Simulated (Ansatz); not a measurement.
Q: Name a neutral molecule of C, N, O and H with LUMO energy (PBE/def2-TZVPP) between -1.80 and -1.50 eV and HOMO energy (ωB97M-V/def2-TZVPP) between -8.35 and -8.05 eV (Ansatz, PBE0-D4/def2-TZVP geometry).

A: `CN/C=C/C(=O)C(C)C` (-1.60 eV, -8.32 eV). Other molecules can fit too; these were computed, each in one conformer that needn't be the lowest.
